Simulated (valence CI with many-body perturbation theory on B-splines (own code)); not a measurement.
**Which ion has this spectrum?**

A relativistic CI+MBPT calculation for an atom or ion with 13 electrons gives these levels (cm⁻¹):

| J | Parity | E | g |
| --- | --- | --- | --- |
| 1/2 | odd | 0 | 0.66 |
| 3/2 | odd | 383443 | 1.33 |
| 1/2 | even | 675744 | 2.40 |
| 3/2 | even | 951052 | 1.69 |
| 5/2 | even | 1024376 | 1.41 |
| 3/2 | even | 1132636 | 0.90 |
| 1/2 | even | 1201862 | 1.15 |
| 5/2 | even | 1357688 | 1.36 |
| 3/2 | even | 1452330 | 0.89 |
| 5/2 | even | 1571155 | 1.21 |
| 1/2 | even | 1588293 | 1.77 |
| 3/2 | even | 1628393 | 1.17 |
| 3/2 | odd | 1839214 | 1.24 |
| 3/2 | odd | 1946933 | 0.52 |

The energies are calculated, and their last digits are not significant.

**Question.** Which is it?
A. Sn37+
B. Cd35+
C. Ag34+
D. Rh32+

**Answer.** B. Cd35+, ground level (3s^2 3p1/2) J=1/2.
